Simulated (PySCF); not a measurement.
Vertical excitations of a molecule CH5BOS from PySCF with TDDFT-ωB97X/def2-SVPD, as energy in eV (oscillator strength): 6.71 (0.012), 7.04 (0.002), 7.06 (0.126), 7.82 (0.098), 8.09 (0.018), 8.64 (0.018), 8.83 (0.107), 8.84 (0.001), 8.92 (0.001), 9.13 (0.041). Lowest triplet (TDA): 6.05 eV. The structure is a stationary point at B3LYP-D3(BJ)/def2-SVP. The values are those of a single conformer.

Question: Which molecule gave these data?
A) CSBO
B) CB(O)S
C) COBS

Answer: C, COBS
